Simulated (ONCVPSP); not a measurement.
**scandium (Sc): excitation energies, all-electron against ONCV**

scandium, optimised norm-conserving Vanderbilt (ONCV), made with ONCVPSP 4.0.1 (PBE, scalar-relativistic). Core [Ne], reference 3s2 3p6 3d1 4s1.5 4p0.5. Waves: 3s+4s: rc 1.80 bohr, ncon 3, nbas 7, qcut 6.2 1/bohr, 2 projectors; 3p+4p: rc 1.70 bohr, ncon 5, nbas 9, qcut 7 1/bohr, 2 projectors; 3d: rc 2.80 bohr, ncon 5, nbas 10, qcut 5 1/bohr, 2 projectors, debl 3.9 Ha. Local part: polynomial inside 1.70 bohr (lpopt 2, dvloc0 0 Ha). Core correction: polynomial model core, fcfact 0.2.

Energies are relative to the spin-unpolarised reference configuration 3s2 3p6 3d1 4s1.5 4p0.5; without spin polarisation the order of configurations can differ from experiment.

Give the all-electron excitation energy and the error of the potential for: 3s2 3p6 3d1 4s2 4p0; 3s2 3p6 3d1 4s1 4p0; 3s2 3p6 3d1 4s0 4p0; 3s2 3p6 3d0 4s2 4p1.

```tsv
valence configuration	charge	ΔE all-electron (eV)	error AE − PS (meV)
3s2 3p6 3d1 4s2 4p0	0	-1.374	-0.2
3s2 3p6 3d1 4s1 4p0	+1	5.523	-0.9
3s2 3p6 3d1 4s0 4p0	+2	18.291	-17
3s2 3p6 3d0 4s2 4p1	0	2.090	+327
```

Levels in the configuration 3s2 3p6 3d1 4s2 4p0:

```
level  all-electron (eV)  pseudo (eV)
   3s            -55.039      -55.016
   3p            -33.625      -33.610
   3d             -3.233       -3.227
   4s             -4.183       -4.183
```
